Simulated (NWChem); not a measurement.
System: CH₄BeOS; SMILES C[O][Be][SH]

```xyz
8

Be     0.0220    -0.1215    -0.0021
O      0.0187     1.2689    -0.0049
C      0.0138     2.6425     0.0034
H      0.3250     3.0376     0.9866
H      0.7044     3.0480    -0.7569
H     -0.9941     3.0378    -0.2142
S      0.0584    -2.0323     0.0007
H     -1.2911    -2.1268     0.0006
```
Atoms are numbered in this order, from 1.

Computed with NWChem. Pople sets run with spherical d functions. Coordinates come from a PBE0/def2-SVP optimisation. Ions are spin-unrestricted doublets at the neutral geometry. Hybrids' shares of exact exchange are those that their runs print; pure functionals count as 0. The functionals differ in more than this share.

```csv
row,share of exact exchange,ΔSCF ionisation energy minus −ε(HOMO) (eV)
PBE/6-31+G*,0.00,3.14
B3LYP/6-31+G*,0.20,withheld
PBE0/6-31+G*,0.25,2.25
M06-2X/6-31+G*,0.54,1.39
```

Question: Fit a straight line of the last column on the one before it, predict the withheld value, and compare with the run.

Answer: 
1. Means of the 3 shown rows: x = 0.263, y = 2.260. Slope Σ(x − x̄)(y − ȳ)/Σ(x − x̄)² = -0.4723/0.1461 = -3.233; intercept 3.111.
2. The shown rows scatter about the line by 0.038 (root mean square); the largest residual is -0.05, at PBE0/6-31+G*.
3. At x = 0.20 (B3LYP/6-31+G*; inside the shown range) the line gives 2.46.
4. The run gives 2.48, +0.02 from the line, 0.5 times the scatter. The line crosses zero at a share of 0.96, outside the shown range.
